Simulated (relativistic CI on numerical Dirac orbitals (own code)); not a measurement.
**Radial parameters of Rh VIII**

Calculated at this level of theory: Dirac-Coulomb-Breit CI, orbitals from a KLI potential per configuration, model QED (radiative potential, 1s self-energy scaled to tabulated hydrogen-like ionisation energies), unscaled Slater integrals (own radial code, finite nucleus).

Slater integrals F^k, G^k are unscaled and averaged over j, outside the closed core [Ar] 3d10; ζ comes from projecting the Hamiltonian with its Breit term on Σ l·s of the shell.

- 4s2.4p6.4d2: F^2(4d,4d) = 86900, F^4(4d,4d) = 58168, ζ(4d) = 1959.9 cm⁻¹; <r>(4d) = 1.176, <r^2>(4d) = 1.587 (bohr units).
- 4s2.4p6.4d.5s: ζ(4d) = 2061, G^2(4d,5s) = 17927 cm⁻¹; <r>(4d) = 1.16, <r^2>(4d) = 1.545, <r>(5s) = 1.972, <r^2>(5s) = 4.33 (bohr units).
- 4s2.4p6.4d.4f: ζ(4d) = 2028.5, F^2(4d,4f) = 67583, F^4(4d,4f) = 43067, G^1(4d,4f) = 80981, G^3(4d,4f) = 49997, G^5(4d,4f) = 35159, ζ(4f) = -29.778 cm⁻¹; <r>(4d) = 1.17, <r^2>(4d) = 1.573, <r>(4f) = 1.623, <r^2>(4f) = 3.08 (bohr units).

Give the Racah parameters of the d shell in 4s2.4p6.4d2.

B = F²/49 − 5F⁴/441 = 1114 cm⁻¹ and C = 35F⁴/441 = 4617 cm⁻¹.

In this model ζ of a weakly bound d, f or g electron outside closed shells comes out too small, for d by up to a factor of two or three and at times with the wrong sign; that of an outer p electron is too small as well.

Averages of the first 10 configurations, taken without configuration mixing, which lowers the lowest level and can move excited configurations by several eV; other configurations of the list can lie among them:

```tsv
Configuration	Parity	States	Average energy above the lowest level (eV)
4s2.4p6.4d2	even	45	3.6
4s2.4p6.4d.5s	even	20	33.3
4s2.4p6.4d.4f	odd	140	54.5
4s2.4p5.4d3	odd	720	56.8
4s2.4p6.4d.5p	odd	60	44.4
4s2.4p6.5s2	even	1	66.5
4s2.4p6.4f2	even	91	107.1
4s.4p6.4d3	even	240	96.4
4s2.4p6.5s.5p	odd	12	76.6
4s2.4p6.4d.5d	even	100	61.2
```
